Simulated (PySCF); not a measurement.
## Two-component Hartree-Fock for Er+ (erbium, charge +1)

Start: [Xe] 4f12 6s1; 4f5/2 filled at m_j = -5/2, -3/2, -1/2, +1/2, +3/2, +5/2; 4f7/2 filled at m_j = -3/2, -1/2, +1/2, +3/2, +5/2, +7/2; 6s1/2 filled at m_j = +1/2. Calculated with PySCF 2.14 in x2c-TZVPall-2c with one added diffuse shell each of s, p, d, f type (12s12p11d5f1g, 147 functions): generalised Hartree-Fock with the X2C-1e Hamiltonian and a Gaussian nucleus; one run each with spin-orbit coupling (SO) switched off, then screened by Boettger's factors.

```tsv
spinor shell	electrons	ε, spin-free (eV)	ε, screened SO (eV)	weight of nominal j (screened SO)	rms radius, screened SO (bohr)
1s1/2	2	-57783.3	-57770.1	1.000	0.0231
2s1/2	2	-9841.2	-9837.2	1.000	0.0935
2p1/2	2	-8702.0	-9351.6	1.000	0.0798
2p3/2	4	-8702.0	-8429.6	1.000	0.0866
3s1/2	2	-2264.3	-2263.0	1.000	0.240
3p1/2	2	-1911.1	-2050.1	1.000	0.231
3p3/2	4	-1911.1	-1852.0	1.000	0.245
3d3/2	4	-1466.5	-1492.0	1.000	0.218
3d5/2	6	-1466.5	-1448.3	1.000	0.222
4s1/2	2	-477.97	-477.63	1.000	0.541
4p1/2	2	-359.35	-391.62	0.998	0.554
4p3/2	4	-359.35	-345.54	0.999	0.585
4d3/2	4	-197.26	-203.94	0.980	0.625
4d5/2	6	-197.26	-192.57	0.987	0.637
5s1/2	2	-69.331	-69.290	1.000	1.36
5p1/2	2	-39.118	-43.405	0.989	1.53
5p3/2	4	-39.118	-37.324	0.995	1.65
4f5/2	6	-20.106	-21.203	0.895	0.895
4f7/2	6	-20.106	-18.929	0.911	0.926
6s1/2	1	-11.092	-11.098	1.000	4.07
```

```json
{"quantity": "E (hartree)", "spin-free": "-13076.46061", "screened SO": "-13087.35666"}
{"quantity": "M_J", "spin-free": "13/2", "screened SO": "13/2"}
{"quantity": "⟨J²⟩", "spin-free": "48.766", "screened SO": "48.766"}
{"quantity": "⟨L²⟩", "spin-free": "30.013", "screened SO": "30.181"}
{"quantity": "⟨S²⟩", "spin-free": "3.752", "screened SO": "3.828"}
```

Each row is a mean over spinors that exchange with the open shell spreads, by up to 12.991 eV (4d5/2).

Rows whose weight is well below 1 are mixtures of j = l ± 1/2: exchange outweighs spin-orbit coupling there, and the label is only the starting occupation.

Breit and QED terms are absent; they matter most for the inner s and p1/2 levels.

Densities and radii are taken from the X2C orbitals without a picture-change correction, which distorts them close to the nucleus.

Without spin-orbit coupling the j labels of p, d and f shells carry no meaning; the spin-free column gives the mean over the occupied spinors of each nl shell.
